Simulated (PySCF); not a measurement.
## Group charges in `CS[C@@H]1C[C@H]1C(C)C`

Compound: C7H14S.
Numbering: `[CH3:1][S:2][C@@H:3]1[CH2:4][C@H:5]1[CH:6]([CH3:7])[CH3:8]` (hydrogens: H9, H10, H11 on C1; H12 on C3; H13, H14 on C4; H15 on C5; H16 on C6; H17, H18, H19 on C7; H20, H21, H22 on C8)

Cartesian coordinates in Å at the GFN2-xTB level; atoms count from 1:
```
atom  x, y, z in Å
C1     2.0618    2.2460    0.7534
S2     2.0619    0.8627    1.9320
C3     0.4227    0.2219    1.5776
C4     0.1790   -1.2487    1.7252
C5     0.2146   -0.6297    0.3609
C6    -1.0527   -0.4956   -0.4565
C7    -0.9152    0.6380   -1.4719
C8    -1.3569   -1.8179   -1.1591
H9     3.0223    2.7412    0.8459
H10    1.2617    2.9360    1.0078
H11    1.9317    1.8630   -0.2547
H12   -0.3605    0.9063    1.8792
H13   -0.7744   -1.5575    2.1283
H14    1.0069   -1.8688    2.0320
H15    1.0979   -0.8340   -0.2337
H16   -1.8799   -0.2605    0.2230
H17   -0.7067    1.5797   -0.9685
H18   -0.1018    0.4281   -2.1639
H19   -1.8323    0.7497   -2.0457
H20   -1.4420   -2.6219   -0.4318
H21   -2.2895   -1.7507   -1.7145
H22   -0.5590   -2.0678   -1.8552
```

Atomic charges (e) from the PBE0/pcSseg-1 density (PySCF):

```tsv
atom	Mulliken	IAO	Hirshfeld	ESP-fitted
C1	-0.3796	-0.5035	-0.1239	-0.4596
S2	-0.0016	+0.0861	-0.0125	-0.1930
C3	-0.3397	-0.2379	-0.0559	+0.0160
C4	-0.1004	-0.2902	-0.0910	-0.4863
C5	-0.1844	-0.1333	-0.0404	-0.1379
C6	-0.3296	-0.0870	-0.0149	+0.5588
C7	-0.1992	-0.4158	-0.1191	-0.6181
C8	-0.1946	-0.4163	-0.1188	-0.5826
H9	+0.1492	+0.1649	+0.0500	+0.2145
H10	+0.1414	+0.1500	+0.0421	+0.1500
H11	+0.1487	+0.1500	+0.0406	+0.1499
H12	+0.1455	+0.1445	+0.0413	+0.1147
H13	+0.1271	+0.1484	+0.0493	+0.1718
H14	+0.1356	+0.1568	+0.0463	+0.2093
H15	+0.1219	+0.1415	+0.0403	+0.1131
H16	+0.0999	+0.1226	+0.0366	-0.0422
H17	+0.1159	+0.1360	+0.0362	+0.1302
H18	+0.1024	+0.1335	+0.0379	+0.1495
H19	+0.1132	+0.1382	+0.0399	+0.1419
H20	+0.1147	+0.1398	+0.0381	+0.1287
H21	+0.1112	+0.1370	+0.0392	+0.1358
H22	+0.1022	+0.1346	+0.0385	+0.1355
```

Problem. Cut each of the bonds C1–S2, S2–C3, C6–C5, C7–C6 and C8–C6 in turn and sum the charges on the side of the atom named first.

Solution. In e; the other side holds the opposite charge:

```csv
bond cut,piece,atoms,Mulliken,IAO,Hirshfeld,ESP-fitted
C1–S2,CH3,4,+0.060,-0.039,+0.009,+0.055
S2–C3,CH3S,5,+0.058,+0.048,-0.004,-0.138
C6–C5,C3H7,10,+0.036,+0.023,+0.014,+0.137
C7–C6,CH3,4,+0.132,-0.008,-0.005,-0.197
C8–C6,CH3,4,+0.134,-0.005,-0.003,-0.183
```

Extremes among these pieces. Mulliken: lowest C3H7 at C6, highest CH3 at C8; IAO: lowest CH3 at C1, highest CH3S at S2; Hirshfeld: lowest CH3 at C7, highest C3H7 at C6; ESP-fitted: lowest CH3 at C7, highest C3H7 at C6.

Problem. Do the schemes agree better on the pieces than on the single atoms at the cuts?

Solution. The spread between schemes averages 0.213 e for the pieces and 0.502 e for the atoms named first; it is smaller for the piece at 5 of the 5 cuts. On average they agree better on the pieces. The sign differs between schemes (beyond ±0.03 e) for CH3 at C1, CH3S at S2, CH3 at C7 and CH3 at C8.

Geometry: GFN2-xTB, one conformer, isolated molecule.
